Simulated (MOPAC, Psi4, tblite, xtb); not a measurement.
Dimer H4Ge ··· H2Se (SMILES [GeH4] and [SeH2]), singlet at R = 4.40 Å between the centres of mass, closest contact 2.95 Å (a higher rigid-body minimum at GFN2-xTB). Geometry in Å and degrees:

```
Ge
H 1 1.5359
H 1 1.5359 2 109.47
H 1 1.5359 2 109.47 3 -120.00
H 1 1.5359 2 109.47 4 -120.00
Se 4 3.0070 1 148.15 2 -150.75
H 6 1.4704 4 73.57 1 9.95
H 6 1.4704 7 91.29 4 -179.41
```

- GFN2-xTB (tblite)
- SAPT0/jun-cc-pVDZ, frozen core (Psi4)
- BLYP/def2-TZVP, counterpoise-corrected (Psi4)
- BLYP-D3(BJ)/def2-TZVP, counterpoise-corrected (Psi4)
- PBE/def2-TZVP, counterpoise-corrected (Psi4)
- PBE-D3(BJ)/def2-TZVP, counterpoise-corrected (Psi4)
- HF/aug-cc-pVDZ, counterpoise-corrected (Psi4)
- MP2/aug-cc-pVDZ = Psi4 with DF-MP2/aug-cc-pVDZ, frozen core, counterpoise-corrected
- SCS-MP2/aug-cc-pVDZ = DF-SCS-MP2/aug-cc-pVDZ, frozen core, counterpoise-corrected (Psi4)
- AM1, restricted, heats of formation (MOPAC)
- PM7, restricted, heats of formation (MOPAC)
- GFN1-xTB (xtb)

**Question.** What interaction energy does each level give?

**Answer.** 
```
method                 E_int / kcal/mol
---------------------  ----------------
GFN1-xTB                          -4.60
GFN2-xTB                          -1.42
PBE-D3(BJ)/def2-TZVP              -0.99
BLYP-D3(BJ)/def2-TZVP             -0.95
PM7                               -0.74
MP2/aug-cc-pVDZ                   -0.53
AM1                               -0.39
SCS-MP2/aug-cc-pVDZ               -0.22
PBE/def2-TZVP                     -0.21
SAPT0/jun-cc-pVDZ                 -0.20
BLYP/def2-TZVP                     0.71
HF/aug-cc-pVDZ                     0.84
```
